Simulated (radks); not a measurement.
Polarisabilities and homonuclear dispersion coefficients (atomic units). All-electron calculation, non-relativistic Kohn-Sham, PBE, spin-polarised, spherical densities, point nucleus; open shells are filled with parallel spins first (spin-orbit coupling, left out, can overturn this in heavy ions). Program: a radial shooting solver on a logarithmic mesh with Libxc functionals. Response by self-consistent Sternheimer equations with the Hartree and adiabatic LDA kernel. For heavy and open-shell atoms this level of theory can miss by tens of per cent. "Uncoupled" leaves out the induced potential. Quadrupole and octupole values are given only where no p, d or f shell is open. The Sternheimer factor gamma scales a distant field gradient at the nucleus by 1 - gamma.

[
 {"species": "Zr", "configuration": "[Kr] 4d2 5s2", "alpha1 (bohr^3)": "124.6", "alpha1, uncoupled": "253.9", "alpha2 (bohr^5)": "-", "alpha3 (bohr^7)": "-", "C6": "1734", "C8": "-", "Sternheimer gamma": "-", "recommended alpha1": "112 +/- 13"},
 {"species": "Sr", "configuration": "[Kr] 5s2", "alpha1 (bohr^3)": "198.3", "alpha1, uncoupled": "374.7", "alpha2 (bohr^5)": "5339", "alpha3 (bohr^7)": "136700", "C6": "3187", "C8": "428700", "Sternheimer gamma": "6.34", "recommended alpha1": "197.2 +/- 0.2"},
 {"species": "K", "configuration": "[Ar] 4s1", "alpha1 (bohr^3)": "286.7", "alpha1, uncoupled": "331.5", "alpha2 (bohr^5)": "6762", "alpha3 (bohr^7)": "232700", "C6": "3806", "C8": "525600", "Sternheimer gamma": "-6.12", "recommended alpha1": "289.7 +/- 0.3"},
 {"species": "Se", "configuration": "[Ar] 3d10 4s2 4p4", "alpha1 (bohr^3)": "27.85", "alpha1, uncoupled": "41.49", "alpha2 (bohr^5)": "-", "alpha3 (bohr^7)": "-", "C6": "232.7", "C8": "-", "Sternheimer gamma": "-", "recommended alpha1": "28.9 +/- 1"},
 {"species": "Ti", "configuration": "[Ar] 3d2 4s2", "alpha1 (bohr^3)": "101.4", "alpha1, uncoupled": "193.8", "alpha2 (bohr^5)": "-", "alpha3 (bohr^7)": "-", "C6": "1163", "C8": "-", "Sternheimer gamma": "-", "recommended alpha1": "87 +/- 10"},
 {"species": "P", "configuration": "[Ne] 3s2 3p3", "alpha1 (bohr^3)": "27.75", "alpha1, uncoupled": "41.52", "alpha2 (bohr^5)": "-", "alpha3 (bohr^7)": "-", "C6": "205.0", "C8": "-", "Sternheimer gamma": "-", "recommended alpha1": "25 +/- 1"},
 {"species": "Mo", "configuration": "[Kr] 4d5 5s1", "alpha1 (bohr^3)": "81.40", "alpha1, uncoupled": "134.3", "alpha2 (bohr^5)": "-", "alpha3 (bohr^7)": "-", "C6": "846.5", "C8": "-", "Sternheimer gamma": "-", "recommended alpha1": "87 +/- 6"}
]

Recommended values: Schwerdtfeger and Nagle, table of static dipole polarisabilities (2023 update), measured or computed.

Beside tabulated values, note that relativity, absent from the non-relativistic runs, is large for the heavy elements.
